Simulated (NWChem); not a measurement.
System: Mg cation, doublet

Results from NWChem. Spin-unrestricted. No stability test was run on the SCF state. B3LYP is NWChem's, with the RPA form of VWN correlation.

Question: What does the run give for B3LYP/def2-SVP? Quantities: highest occupied level (eV); lowest empty minus highest occupied level, either spin (eV); <S²>.

Answer: 
```
Property                                                     Result
-----------------------------------------------------------  ------
highest occupied level (eV)                                  -12.59
lowest empty minus highest occupied level, either spin (eV)    2.49
<S²>                                                          0.750
```
